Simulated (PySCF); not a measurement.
Converging AsI in the basis (MP2)

PySCF, UHF reference; triplet, unpaired electrons π ↑↑; De to As + I without counterpoise correction. Frozen cores follow the default of each basis and core potential.

```tsv
basis	relativity	functions	Re (Å)	ωe (cm⁻¹)	De (eV)	frozen orbitals
cc-pVDZ-PP	scalar-relativistic core potentials	46	2.531	252	1.76	8
def2-SVP	scalar-relativistic core potentials	58	2.524	252	1.77	13
x2c-TZVPPall	spin-free X2C	108	2.480	262	2.15	27
```

**Question.** How does each smaller set differ from the one with most functions, x2c-TZVPPall?

**Answer.** cc-pVDZ-PP: +5.1 pm, -3.8 % in ωe, -0.39 eV in De; def2-SVP: +4.4 pm, -3.8 % in ωe, -0.38 eV in De. All at MP2; the set with most functions is neither the basis-set limit nor always the best. The rows treat relativity differently, so the differences are not basis effects alone.

Correlated steps freeze the inner cores (8 to 27 orbitals); shallow outer-core shells are correlated. Correlated levels converge slowly with the basis: in double zeta they bind strong bonds too weakly, by up to about 1 eV, and carry superposition errors of some tenths. These are scalar-relativistic numbers at best; spin–orbit coupling would shift them, the dissociation energy most. The state was picked by a PBE0 search and need not be the measured ground state.
